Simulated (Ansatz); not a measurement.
Reaction (ligand exchange at the Al–C bond): `C[CH](C)[Al]([CH3])[Br]` + HBr → `[CH3][Al]([Br])[Br]` + `CCC`

Program: Ansatz. Geometries: PBE0-D4/def2-TZVP. ΔE: electronic, gas phase. CCSD(T)/CBS adds triple-zeta CCSD(T) − MP2 to the extrapolated MP2 energy (def2 sets, frozen cores). For Br outer-core shells are correlated without core-valence functions, which leaves a few kJ/mol of doubt a bond. Scalar relativity is left out up to krypton. Each species was taken in one conformer, which may not be the lowest.

```json
{"species": "`C[CH](C)[Al]([CH3])[Br]`", "CCSD(T)/CBS(def2) energy (Eh)": "-2973.65416"}
{"species": "HBr", "CCSD(T)/CBS(def2) energy (Eh)": "-2573.91920"}
{"species": "`[CH3][Al]([Br])[Br]`", "CCSD(T)/CBS(def2) energy (Eh)": "-5428.66379"}
{"species": "`CCC`", "CCSD(T)/CBS(def2) energy (Eh)": "-118.98051"}
```

Problem. Work out ΔE.

Solution. ΔE = (-5428.66379) + (-118.98051) − (-2973.65416) − (-2573.91920) = -0.07094 Eh = -186.3 kJ/mol.

Largest T1 diagnostic among the species: 0.008.

The D4 term adds +7.8 kJ/mol with B3LYP and +4.9 kJ/mol with PBE0; it sums over pairs of atoms, weighted by their polarisabilities, and B3LYP, whose exchange is more repulsive, gets the larger term. From PBE to PBE0 (25 % exact exchange), in def2-TZVPP and without D4, ΔE moves by −6.7 kJ/mol.

B3LYP here is the variant with VWN-RPA as its local correlation; programs differ in this.
